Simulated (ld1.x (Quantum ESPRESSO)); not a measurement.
Hg TM: all-electron and pseudo phase curves

Hg, norm-conserving Troullier–Martins (Kleinman–Bylander form), made with ld1.x (Quantum ESPRESSO) 7.5 (LDA (PZ), scalar-relativistic). Core [Xe] 4f14, reference 5d10 6s0 6p0 (charge +2). Waves: 6s (bound, empty): rc 2.25 bohr; 6p (bound, empty): rc 2.30 bohr; 5d (bound): rc 1.65 bohr. Local part: all-electron potential smoothed inside 1.85 bohr (lloc = -1). Core correction: none.

The phase is arctan(r·u′/u) with u = r·R(r), unwrapped; energies in Ry, scanned from -4 to 5 Ry. A pole is an energy at which the radial function vanishes at the test radius. The pseudo phase is shifted by a multiple of π to meet the all-electron one at the reference energy, and phase errors are pseudo minus all-electron; the curves can meet again beyond the range given. Levels narrower than the energy grid can be missing from the lists of poles.

Q: For each channel, where are the poles, and over which energies does the pseudopotential scatter like the atom?

A:

```csv
channel,radius (bohr),reference energy (Ry),"poles, all-electron","poles, pseudo",unbroken range about the reference energy with phases within 0.05 rad,phase error 1 Ry above the reference energy (rad)
s,2.49,-1.75,0.26,"-3.78, 0.24",-3.6 to 2.8,+0.000
p,2.49,-1.11,2.16,"-0.17, 2.78",below -0.7,-0.826
d,2.49,-2.14,-1.81,-1.81,below 1.2,+0.001
```

Note: ghost state, extra bound levels that the all-electron valence spectrum of the same l lacks: s at -51.6 eV. A true bound ghost makes a file unfit for plane-wave use.

Phases in the s channel:

```
E (Ry)  all-electron  pseudo
 -4.00         1.238   4.343
 -3.76         1.208   1.365
 -3.52         1.170   1.196
 -3.28         1.119   1.133
 -3.04         1.047   1.057
 -2.80         0.939   0.947
 -2.56         0.767   0.773
 -2.32         0.469   0.474
 -2.08        -0.018  -0.017
 -1.84        -0.566  -0.566
 -1.60        -0.943  -0.943
 -1.36        -1.161  -1.160
 -1.12        -1.292  -1.292
 -0.88        -1.379  -1.378
 -0.64        -1.440  -1.440
 -0.40        -1.486  -1.486
 -0.16        -1.522  -1.522
  0.08        -1.552  -1.553
  0.32        -1.577  -1.579
  0.56        -1.600  -1.602
  0.80        -1.621  -1.624
  1.04        -1.640  -1.645
  1.28        -1.659  -1.665
  1.52        -1.678  -1.686
  1.76        -1.697  -1.709
  2.00        -1.717  -1.733
  2.24        -1.739  -1.761
  2.48        -1.763  -1.793
  2.72        -1.790  -1.834
  2.96        -1.823  -1.886
  3.20        -1.863  -1.958
  3.44        -1.912  -2.067
  3.68        -1.978  -2.244
  3.92        -2.070  -2.564
  4.16        -2.204  -3.111
  4.40        -2.415  -3.697
  4.64        -2.749  -4.062
  4.88        -3.211  -4.262
```
